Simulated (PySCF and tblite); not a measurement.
The numbers below are computed, except where a source is named.
C7H11F, numbered as in [F:1][C:2]1=[CH:3][CH2:4][CH2:5][CH2:6][CH2:7][CH2:8]1. The ensemble was built from 60 distance-geometry starts (ETKDG and KDG, MMFF94s, GFN2-xTB) and rests on GFN2-xTB geometries. Weights use PBE0-D3(BJ)/pcSseg-1 (IEF-PCM, acetonitrile) energies plus GFN2-xTB zero-point and thermal terms (modes under about 100 cm⁻¹ blended into free rotors). Symmetry numbers and mirror images are counted. Conformers within 2.5 kcal/mol (GFN2-xTB free energy) were kept, 4 at most. GIAO shieldings: PBE0/pcSseg-1 (IEF-PCM, acetonitrile). Shifts are against TMS (¹H), TMS (¹³C), CFCl3 (¹⁹F) at the same level. Programs: PySCF with density fitting and tblite.

The 7-ring runs over atoms 2–3–4–5–6–7–8. Of a mirror pair one member is shown.

```tsv
conformer	shape	point group	mirror pair	ΔE(DFT)	Δ(G−E) at 350 K	δ C6 (ppm)
1	7-ring puckered (ring torsions 60, -77, 69, -68, 75, -60, 0°)	C1	yes	0.00	0.00	38.1
2	7-ring puckered (ring torsions 30, -81, 45, 44, -80, 31, 5°)	C1	yes	0.55	0.08	31.8
```

Energies in kcal/mol; the thermal term leaves out symmetry numbers and mirror images.

Task: Work out the weights at 350 K and the ¹³C shift of C6 under fast exchange.

Result: RT = 0.696 kcal/mol. Each conformer gets RT ln(σ/g), with σ the rotational symmetry number and g = 2 for a mirror pair: 1: σ = 1, g = 2, G = 0.00 + 0.00 − 0.48 = -0.48, 0.00 above the lowest, exp(−ΔG/RT) = 1.000; 2: σ = 1, g = 2, G = 0.55 + 0.08 − 0.48 = 0.14, 0.63 above the lowest, exp(−ΔG/RT) = 0.406. The sum is 1.406, so the weights are 71.1, 28.9 %. The averaged shift is 36.3 ppm. At 298.15 K it is 36.5 ppm. At 298.15 K the leading conformer alone gives 38.1 ppm and bare DFT energies give 36.3 ppm.
